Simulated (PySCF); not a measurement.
**Distorted geometries of [CeF4]−**

[CeF4]− (singlet in the valence; each metal's 4f electrons, 1 of them, lie in its core potential, out of spins and levels). PySCF 2.14.0, RKS BP86, Ce lcecp-1-SVP with ECP47, F def2-SVP; non-relativistic Hamiltonian with scalar-relativistic core potentials where named; density fitting; no spin-orbit coupling. Relaxed geometry:

```xyz
5

Ce    0.0000    0.0000    0.0000
F     1.2640    1.2640    1.2640
F    -1.2640   -1.2640    1.2640
F     1.2640   -1.2640   -1.2640
F    -1.2640    1.2640   -1.2640
```

Order these distorted geometries by energy above the relaxed one, lowest first.
A.
```xyz
5

Ce   -0.0551   -0.0445    0.2064
F     1.3047    1.2676    1.2228
F    -1.1568   -1.1996    1.3375
F     1.2840   -1.3028   -1.3321
F    -1.3767    1.2793   -1.4345
```
B.
```xyz
5

Ce   -0.1804   -0.0808    0.0787
F     1.4447    1.2875    1.1537
F    -1.2839   -1.3589    1.3458
F     1.2707   -1.3780   -1.1869
F    -1.2511    1.5302   -1.3914
```
C.
```xyz
5

Ce   -0.1733   -0.0319   -0.1036
F     1.4486    1.3308    1.2414
F    -1.1752   -1.2159    1.0548
F     1.3821   -1.3318   -1.0775
F    -1.4822    1.2488   -1.1150
```

B (0.82 eV), A (1.24 eV), C (1.27 eV).

Which forces (eV/Å) act in the one that lies 0.82 eV up?


```
Ce   2.59  2.43 -2.14
F   -1.52 -1.23 -0.71
F   -0.57 -0.50  0.57
F   -1.23  0.84  0.93
F    0.73 -1.55  1.36
```
Forces carry noise of the integration grid, about 0.01 to 0.03 eV/Å.

An lcecp potential fixes the number of 4f electrons, so in runs with it no electron can move into or out of that shell.
